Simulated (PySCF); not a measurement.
HO4Re, singlet, geometry from GFN2-xTB (such geometries of metal compounds can be far from the true shape) (core potentials on Re); PySCF with DF-TPSS/def2-SVP.

The PySCF input:
```python
from pyscf import gto, scf, dft

mol = gto.Mole()
mol.atom = '''
    Re    0.00720066   -0.00566485   -0.00452696
    O     0.99984338    0.87729986   -1.01190406
    O     1.02680502   -0.75889430    1.07844451
    O    -0.61787859   -1.22670310   -0.95221699
    O    -1.23740653    0.97348381    0.77794252
    H    -1.91095539    1.50337347    1.20139455
'''
mol.basis = 'def2-svp'
mol.ecp = {'Re': 'def2-svp'}
mol.verbose = 3
mol.build()

mf = dft.RKS(mol)
mf.xc = 'tpss'
mf.grids.prune = dft.gen_grid.treutler_prune
mf = mf.density_fit(auxbasis='def2-universal-jkfit')
mf.kernel()
mf.analyze()
```

The log (banner, timings and long lists left out):

```
converged SCF energy = -379.728318922765
**** MO energy ****
MO #1   energy= -18.9696167628469  occ= 2
MO #2   energy= -18.9231202522401  occ= 2
MO #3   energy= -18.923065251278   occ= 2
MO #4   energy= -18.923041436733   occ= 2
MO #5   energy= -3.24225067848501  occ= 2
MO #6   energy= -1.83941987745792  occ= 2
MO #7   energy= -1.83736648395599  occ= 2
MO #8   energy= -1.8373567486645   occ= 2
MO #9   energy= -0.97890293500642  occ= 2
MO #10  energy= -0.885310550667429 occ= 2
MO #11  energy= -0.872079309610708 occ= 2
MO #12  energy= -0.872077630121512 occ= 2
MO #13  energy= -0.585783416609882 occ= 2
MO #14  energy= -0.442407559671823 occ= 2
MO #15  energy= -0.442403583680173 occ= 2
MO #16  energy= -0.427099943256604 occ= 2
MO #17  energy= -0.427095287916612 occ= 2
MO #18  energy= -0.38934193090499  occ= 2
MO #19  energy= -0.337335932680965 occ= 2
MO #20  energy= -0.337328013513218 occ= 2
MO #21  energy= -0.322261657559219 occ= 2
MO #22  energy= -0.29573905153071  occ= 2
MO #23  energy= -0.295729721737261 occ= 2
MO #24  energy= -0.285582624761459 occ= 2
MO #25  energy= -0.0931389703859115 occ= 0
MO #26  energy= -0.0931290455361742 occ= 0
MO #27  energy= -0.0609024566003313 occ= 0
MO #28  energy= -0.0230488836589871 occ= 0
MO #29  energy= -0.00324602609025966 occ= 0
MO #30  energy= -0.0032353447698906 occ= 0
MO #31  energy= 0.0486021598896045 occ= 0
MO #32  energy= 0.0752309311286249 occ= 0
Dipole moment(X, Y, Z, Debye): -3.38619,  2.66358,  2.12876
```
